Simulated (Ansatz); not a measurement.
Start from `F[CH2][GeH3]` and change one element to get `Cl[CH2][GeH3]`.

Ansatz, PBE0-D4/def2-TZVP geometries, multiplicity 1. 

Scalar relativity is left out up to krypton.

```tsv
property	`F[CH2][GeH3]`
HOMO–LUMO gap (PBE0/def2-TZVPP) / eV	9.28
LUMO energy (B3LYP/def2-TZVPP) / eV	0.48
HOMO–LUMO gap (B3LYP/def2-TZVPP) / eV	8.77
LUMO energy (PBE/def2-TZVPP) / eV	-0.03
HOMO–LUMO gap (ωB97M-V/def2-TZVPP) / eV	13.14
size of the dipole moment (B3LYP/def2-TZVPP) / D	1.54
```

Problem. What does the change do to each property? (Best estimate.)

Solution. Computed: 
| property | `Cl[CH2][GeH3]` | shift |
| --- | --- | --- |
| HOMO–LUMO gap (PBE0/def2-TZVPP) / eV | 8.25 | -1.03 |
| LUMO energy (B3LYP/def2-TZVPP) / eV | -0.01 | -0.49 |
| HOMO–LUMO gap (B3LYP/def2-TZVPP) / eV | 7.74 | -1.03 |
| LUMO energy (PBE/def2-TZVPP) / eV | -0.71 | -0.68 |
| HOMO–LUMO gap (ωB97M-V/def2-TZVPP) / eV | 12.26 | -0.88 |
| size of the dipole moment (B3LYP/def2-TZVPP) / D | 1.64 | 0.10 |

With PBE0 the HOMO rises by 0.51 eV and the LUMO falls by 0.51 eV, so the gap narrows by about 1.02 eV. PBE moves the HOMO by 0.37 eV and ωB97M-V by 0.56 eV. Dipoles are sizes alone; their direction can turn.

B3LYP here is the variant with VWN-RPA as its local correlation; programs differ in this.
